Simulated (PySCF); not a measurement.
Exercise with solution: dipole moment from atomic charges

C2H3BrCl2Si, SMILES C=C[Si](Cl)(Cl)Br. Atoms are numbered in the order given.

```xyz
9

C     -2.8153     0.4611     0.0000
C     -1.9940    -0.5957     0.0000
Si    -0.1483    -0.4936     0.0000
Cl     0.6097    -1.4497    -1.6659
Cl     0.6097    -1.4497     1.6659
Br     0.5416     1.6225     0.0000
H     -2.4347     1.4875     0.0000
H     -3.9039     0.3415     0.0000
H     -2.4163    -1.6092     0.0000
```
Charge 0, spin multiplicity 1.

The structure is a stationary point at B3LYP-D3(BJ)/def2-SVP. One conformer was computed; it need not be the lowest.

Charges (e) from CAM-B3LYP/def2-TZVP in PySCF:

```json
[
 {"atom": "C1", "IAO": "-0.238", "Mulliken": "-0.224"},
 {"atom": "C2", "IAO": "-0.464", "Mulliken": "-0.251"},
 {"atom": "Si3", "IAO": "1.066", "Mulliken": "0.608"},
 {"atom": "Cl4", "IAO": "-0.302", "Mulliken": "-0.194"},
 {"atom": "Cl5", "IAO": "-0.302", "Mulliken": "-0.194"},
 {"atom": "Br6", "IAO": "-0.241", "Mulliken": "-0.170"},
 {"atom": "H7", "IAO": "0.156", "Mulliken": "0.144"},
 {"atom": "H8", "IAO": "0.159", "Mulliken": "0.140"},
 {"atom": "H9", "IAO": "0.166", "Mulliken": "0.139"}
]
```

The dipole moment of the full density is 2.24 D.

### Question
What dipole moment does each set of point charges give, and which comes closer to that of the density?

### Answer

μ = Σ q r, and 1 e Å = 4.8032 D.
IAO: Σ q r = (-0.463, 0.144, 0.000) e Å, |μ| = 2.33 D.
Mulliken: Σ q r = (-0.521, 0.071, 0.000) e Å, |μ| = 2.52 D.
IAO comes closer in size. Point charges leave out the atoms' own dipoles (lone pairs, polarised bonds); fits to the potential absorb them, partitions of the density don't.
